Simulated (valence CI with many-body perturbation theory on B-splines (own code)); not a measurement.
## N II: electric-dipole lines

Level of theory: valence CI with perturbative core correlation (CI+MBPT): four valence electrons over a frozen Dirac-Fock core [He], a basis of 11 s, 11 p, 9 d, 7 f, 5 g, 2 h, 1 i functions for each j, with the one-electron correlation potential Σ1 (screened to all orders), the two-electron term Σ2, the three-electron term Σ3, Breit, model QED; selected single and double excitations, second order for the rest, scaled by the run's own slope (own B-spline code, finite nucleus).

Set against measurement, 39 paired levels are off by 56 cm⁻¹ on average, the worst by 162. These come from a selection out of the NIST Handbook of Basic Atomic Spectroscopic Data. Levels without a partner in it may be off by more. Among the levels kept, up to 670 cm⁻¹ of a level comes from second order outside the variational space, and about a tenth of that is noise between levels of different J, which matters for small intervals.

Lines 1 to 50 of 287 in falling wavelength, among levels below 218263 cm⁻¹, chosen from the strongest by gf and those to the six lowest levels. Wavelengths and rates use the calculated energies, so an error of 60 cm⁻¹ moves a line at 4838 nm by 2.9 % and its rate by three times that or more. Electric multipoles are in the length gauge, E1 and E2 with the static RPA response of the core. Weak lines are less certain than strong ones. Lines between different terms over intervals too small for the method are left out, as are lines whose strength nearly cancels. Where a level lies close to another of its J and parity, the split of strength between their lines is uncertain. The highest levels of a list are the least certain.

Names give the largest LS component (configuration and term), which can be under half, so a name can repeat, a term be missing and a line seem to break the LS rules; names also repeat where a configuration has a term twice.

```tsv
λ vac (nm)	Upper	Lower	A (s⁻¹)	S (a.u.) with core polarisation	S without
4838	2s²2p5p ¹P_1	2s²2p5s ¹P°_1	1.08e+06	1.82e+02	1.82e+02
4049	2s²2p5s ³P°_2	2s2p²3s ³P_2	2.73e+05	4.47e+01	4.47e+01
3625	2s²2p5p ³D_2	2s²2p5s ³P°_2	5.48e+05	6.45e+01	6.45e+01
3516	2s²2p5p ³D_1	2s²2p5s ³P°_1	7.96e+05	5.12e+01	5.12e+01
3509	2s²2p5p ³D_3	2s²2p5s ³P°_2	2.84e+06	4.25e+02	4.25e+02
3464	2s²2p5p ³D_2	2s²2p5s ³P°_1	2.31e+06	2.37e+02	2.37e+02
3454	2s²2p5p ³D_1	2s²2p5s ³P°_0	1.68e+06	1.02e+02	1.02e+02
3226	2s²2p5p ³S_1	2s²2p5s ³P°_2	1.39e+06	6.89e+01	6.89e+01
3097	2s²2p5p ³S_1	2s²2p5s ³P°_1	1.29e+06	5.67e+01	5.67e+01
2726	2s²2p5p ³P_1	2s²2p5s ³P°_2	2.55e+06	7.67e+01	7.67e+01
2713	2s²2p5p ³P_2	2s²2p5s ³P°_2	3.89e+06	1.92e+02	1.92e+02
2660	2s²2p5p ³P_0	2s²2p5s ³P°_1	5.26e+06	4.89e+01	4.89e+01
2634	2s²2p5p ³P_1	2s²2p5s ³P°_1	1.12e+06	3.04e+01	3.04e+01
2621	2s²2p5p ³P_2	2s²2p5s ³P°_1	1.13e+06	5.01e+01	5.01e+01
2599	2s²2p5p ³P_1	2s²2p5s ³P°_0	1.49e+06	3.86e+01	3.86e+01
2323	2s²2p4p ¹P_1	2s²2p4s ¹P°_1	3.92e+06	7.28e+01	7.28e+01
2274	2s²2p4d ¹P°_1	2s²2p4p ¹S_0	4.28e+06	7.45e+01	7.45e+01
2186	2s²2p4d ¹D°_2	2s²2p4p ¹D_2	1.61e+06	4.14e+01	4.14e+01
1738	2s²2p4d ¹F°_3	2s²2p4p ¹D_2	1.38e+07	2.50e+02	2.50e+02
1647	2s²2p4p ³D_2	2s²2p4s ³P°_2	1.59e+06	1.75e+01	1.75e+01
1629	2s²2p4p ³D_1	2s²2p4s ³P°_1	3.33e+06	2.13e+01	2.13e+01
1622	2s²2p4p ³D_3	2s²2p4s ³P°_2	9.82e+06	1.45e+02	1.45e+02
1615	2s²2p4p ³D_2	2s²2p4s ³P°_1	8.26e+06	8.58e+01	8.58e+01
1614	2s²2p4p ³D_1	2s²2p4s ³P°_0	6.21e+06	3.87e+01	3.87e+01
1543	2s²2p4p ³P_1	2s²2p4s ³P°_2	3.20e+06	1.74e+01	1.74e+01
1526	2s²2p4p ³P_2	2s²2p4s ³P°_2	9.72e+06	8.52e+01	8.52e+01
1523	2s²2p4p ³P_0	2s²2p4s ³P°_1	1.17e+07	2.05e+01	2.05e+01
1515	2s²2p4p ³P_1	2s²2p4s ³P°_1	4.68e+06	2.41e+01	2.41e+01
1502	2s²2p4p ³P_1	2s²2p4s ³P°_0	3.84e+06	1.93e+01	1.93e+01
1499	2s²2p4p ³P_2	2s²2p4s ³P°_1	2.09e+06	1.73e+01	1.73e+01
1488	2s²2p5p ³S_1	2s²2p4d ³P°_1	5.26e+06	2.57e+01	2.57e+01
1478	2s²2p5p ³S_1	2s²2p4d ³P°_2	9.64e+06	4.61e+01	4.61e+01
1463	2s²2p4p ³S_1	2s²2p4s ³P°_2	8.18e+06	3.79e+01	3.79e+01
1457	2s²2p5p ³D_2	2s²2p4d ³D°_2	1.72e+06	1.31e+01	1.31e+01
1451	2s²2p4d ³F°_3	2s²2p4p ³D_3	1.67e+06	1.76e+01	1.76e+01
1445	2s²2p4d ³F°_2	2s²2p4p ³D_2	2.74e+06	2.04e+01	2.04e+01
1444	2s²2p5p ³D_3	2s²2p4d ³D°_3	2.23e+06	2.32e+01	2.32e+01
1438	2s²2p4p ³S_1	2s²2p4s ³P°_1	2.61e+06	1.15e+01	1.15e+01
1436	2s²2p5p ¹P_1	2s²2p4d ¹D°_2	8.30e+06	3.64e+01	3.64e+01
1434	2s²2p4d ³F°_4	2s²2p4p ³D_3	2.14e+07	2.81e+02	2.81e+02
1433	2s²2p4d ³F°_2	2s²2p4p ³D_1	1.68e+07	1.22e+02	1.22e+02
1432	2s²2p4d ³F°_3	2s²2p4p ³D_2	1.98e+07	2.01e+02	2.01e+02
1423	2s²2p4d ³D°_2	2s²2p4p ³P_2	3.15e+06	2.24e+01	2.24e+01
1417	2s²2p4d ³D°_3	2s²2p4p ³P_2	1.43e+07	1.40e+02	1.40e+02
1414	2s²2p4d ³D°_1	2s²2p4p ³P_1	6.33e+06	2.65e+01	2.65e+01
1409	2s²2p4d ³D°_2	2s²2p4p ³P_1	1.21e+07	8.37e+01	8.37e+01
1407	2s²2p4d ³D°_1	2s²2p4p ³P_0	9.20e+06	3.80e+01	3.80e+01
1397	2s²2p5p ³D_1	2s²2p4d ¹D°_2	2.95e+06	1.19e+01	1.19e+01
1391	2s²2p4d ³P°_2	2s²2p4p ³S_1	1.28e+07	8.49e+01	8.49e+01
1384	2s²2p4d ¹D°_2	2s²2p4p ³D_1	2.16e+06	1.41e+01	1.41e+01
```
